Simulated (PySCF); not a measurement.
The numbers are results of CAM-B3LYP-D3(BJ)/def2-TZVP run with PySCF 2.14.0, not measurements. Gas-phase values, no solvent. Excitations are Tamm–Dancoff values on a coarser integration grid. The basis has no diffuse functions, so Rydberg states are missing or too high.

Reference species (SMILES): `B1=BCC1` (neutral, multiplicity 1).

```yaml
T1 excitation (TDA): 0.81 eV
brightest of the four lowest singlets (TDA): 4.74 eV
HOMO–LUMO gap: 4.92 eV
HOMO: -6.45 eV
```

After one change: the T1 excitation (TDA) rises by 1.88 eV; the brightest of the four lowest singlets (TDA) increases by 0.85 eV; the HOMO–LUMO gap rises by 3.20 eV; the HOMO drops by 2.71 eV.

Question: Which change was made? The new species is one of these.
(A) `CC1=BB1`
(B) `[H]/B=C/C=B/[H]`
(C) `B=BC=C`
(D) `BB1C=C1`

Answer: A, `CC1=BB1`
